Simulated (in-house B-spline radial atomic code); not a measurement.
Inner-shell binding energies (edges) and X-ray emission energies of free atoms and ions, as differences of relaxed hole-state energies with first-order Breit, QED and recoil terms, without correlation or multiplet splittings, in NIST's listed ground configurations. For neutral atoms such line energies lie within some 1 to 5 eV of tabulated X-ray lines (up to 20 eV for the heaviest). Removing outer electrons raises all edges nearly alike, so lines move far less than edges. K = 1s, L1 = 2s. A dash marks a subshell that is part filled or wasn't run, or a line left out. Computed with an all-electron radial atomic-structure program (B-spline basis): Dirac-Hartree-Fock, average of the configuration, finite nuclei.

```csv
ion,configuration,K edge (eV),L1 edge (eV)
Zr,[Kr] 4d2 5s2,18005.9,2546.79
Zr2+,[Kr] 4d2,?,?
Zr3+,[Kr] 4d1,?,?
Zr4+,[Ar] 3d10 4s2 4p6,18052.8,2593.97
Zr5+,[Ar] 3d10 4s2 4p5,18074.6,2615.14
Zr6+,[Ar] 3d10 4s2 4p4,18097.6,2637.44
Zr7+,[Ar] 3d10 4s2 4p3,18121.9,2660.83
```

(1) Fill in the row of Zr2+.

(2) Fill in the row of Zr3+.

Results:

(1) K edge (eV): 18022.1; L1 edge (eV): 2562.84.

(2) K edge (eV): 18036.6; L1 edge (eV): 2577.49.
